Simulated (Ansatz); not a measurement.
`[NH2][MgH]` + `O=[C]1[CH2][Al]1[OH]` → `[NH2][Mg][OH]` + `O=[C]1[CH2][AlH]1`  (redistribution)

Program: Ansatz. Geometries: PBE0-D4/def2-TZVP. ΔE: electronic, gas phase. CBS: MP2 limit from def2 TZ/QZ plus the TZ coupled-cluster correction, frozen cores. DFT in def2-TZVPP. B3LYP here is the variant with VWN-RPA as its local correlation; programs differ in this. HSE06 is defined as in plane-wave codes. For Mg outer-core shells are correlated without core-valence functions, which leaves a few kJ/mol of doubt a bond. One conformer a species, not always the lowest.

`[NH2][MgH]`:

```xyz
5

N     0.170    0.096    0.832
Mg   -0.206   -0.116   -1.006
H    -0.366   -0.277    1.602
H     0.945    0.604    1.232
H    -0.543   -0.307   -2.660
```

`O=[C]1[CH2][Al]1[OH]`:

```xyz
8

O    -1.961    1.171    1.086
C    -1.148    0.432    0.631
C    -0.837    0.050   -0.773
Al    0.751   -0.052    0.374
O     2.388   -0.406    0.193
H    -0.795   -1.059   -0.794
H    -1.410    0.449   -1.612
H     3.012   -0.584    0.896
```

`[NH2][Mg][OH]`:

```xyz
6

N    -0.022   -0.896   -1.176
Mg    0.001    0.275    0.297
O     0.013    1.433    1.636
H    -0.835   -1.338   -1.576
H     0.775   -1.187   -1.721
H     0.068    1.714    2.539
```

`O=[C]1[CH2][AlH]1`:

Cartesian coordinates in Å:
```
O 2.002 0.893 0.430
C 0.952 0.522 0.001
C -0.351 0.264 0.626
Al -0.069 -0.854 -0.985
H -1.131 0.753 0.003
H -0.532 0.405 1.692
H -0.872 -1.982 -1.765
```

| level | ΔE (kJ/mol) |
| --- | --- |
| PBE-QIDH | 24.2 |
| revPBE | 24.3 |
| r2SCAN | 25.5 |
| B3LYP | 24.5 |
| HSE06 | 24.8 |
| CCSD(T)/def2-TZVPP | 27.6 |
| SCS-MP2/def2-QZVPP | 18.6 |
| MP2/CBS(def2) | 15.9 |

(1) What does CCSD(T)/CBS give? (An estimate is asked.)

Largest T1 diagnostic among the species: 0.021, so the coupled-cluster value is less sure than usual.

Answers

(1) The calculation gave: +19.6 kJ/mol. The listed levels differ from it by 4.6, 4.7, 5.9, 4.9, 5.2, 8.0, -1.0, -3.7 kJ/mol.

At CCSD(T), def2-SVP lies −4.0 kJ/mol from the extrapolated value and def2-TZVPP +8.0 kJ/mol. Leaving LDA and LC-ωPBE aside and taking each functional with its dispersion term where it has one, the values, not all of them listed here, spread over 15.5 kJ/mol, from PBE-QIDH to B97M-V. LDA lies +5.8 kJ/mol from PBE without D4.
